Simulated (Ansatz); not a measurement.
Cost and result for the atomization energy of C$_{3}$H$_{7}$AlO, SMILES `C[C]1(C)[O][AlH]1` (12 atoms, 12 bonds).

```xyz
12

C    -1.256   -0.496   -0.460
C     0.110   -0.098    0.029
C     0.274    1.394    0.128
O     0.445   -0.769    1.315
Al    1.569   -1.317    0.151
H    -1.436   -0.107   -1.465
H    -2.025   -0.081    0.207
H    -1.390   -1.579   -0.485
H     0.158    1.862   -0.853
H     1.248    1.680    0.528
H    -0.495    1.809    0.795
H     2.798   -2.297    0.109
```

Total charge 0; spin multiplicity 1. The geometry is a stationary point of PBE0-D4/def2-TZVP. Program: Ansatz. All runs use 4 threads of a server CPU on a shared host. Times are those of one run each, without the atoms' runs, and a repeat can differ threefold. Electronic energies, without spin–orbit coupling; frozen cores. CCSD(T)/CBS adds CCSD(T) − MP2 in def2-TZVPP to the MP2 limit, and its time is that of the two runs behind it. T1 = 0.015. B3LYP takes the VWN-RPA correlation (the form of Gaussian; ORCA's B3LYP/G).

CCSD(T)/CBS is a level of theory with its own doubt, some kJ/mol a heavy atom from the limit and from the frozen cores, so smaller differences don't rank the functionals.

```
                             level  functions  wall time  atomization (kJ/mol)  difference from CCSD(T)/CBS  per bond
              revPBE-D4/def2-TZVPP        264      2.3 s                4483.3                        -17.3      -1.4
                BLYP-D4/def2-TZVPP        264      2.3 s                4485.5                        -15.1      -1.3
   PBE-D4/def2-TZVPP (with forces)        264      2.8 s                4592.5                         91.9       7.7
                PBE0-D4/def2-TZVPP        264      3.2 s                4507.4                          6.8       0.6
                  CCSD(T)/def2-SVP        109        5 s                4285.7                       -214.9     -17.9
 B3LYP-D4/def2-TZVPP (with forces)        264        5 s                4488.6                        -12.0      -1.0
r2SCAN-D4/def2-TZVPP (with forces)        264      5.5 s                4520.4                         19.8       1.6
             r2SCANh-D4/def2-TZVPP        264      5.5 s                4490.1                        -10.5      -0.9
                 B2PLYP/def2-TZVPP        264        6 s                4449.4                        -51.2      -4.3
                 B97M-V/def2-TZVPP        264       10 s                4522.9                         22.3       1.9
                    MP2/def2-QZVPP        508       26 s                4533.8                         33.2       2.8
                CCSD(T)/def2-TZVPP        264    2.7 min                4387.4                       -113.2      -9.4
                 CCSD(T)/CBS(def2)          –    3.2 min                4500.6                          0.0       0.0
```

From PBE to PBE0 (25 % exact exchange), in def2-TZVPP and without D4, the atomization energy moves by −81.4 kJ/mol: exact exchange takes away binding that semilocal exchange gives to molecules. Leaving LDA and LC-ωPBE aside and taking each functional with its dispersion term where it has one, the values, not all of them listed here, spread over 239.7 kJ/mol, from BHLYP-D4 to PBE-D4. LDA lies +586.2 kJ/mol from PBE without D4, its usual overbinding. In def2-TZVPP, CCSD(T) changes the Hartree–Fock value by +1130.8 kJ/mol (the triples alone add +70.8 kJ/mol) and MP2 by +1209.9 kJ/mol; breaking electron pairs costs correlation energy, which Hartree–Fock lacks.
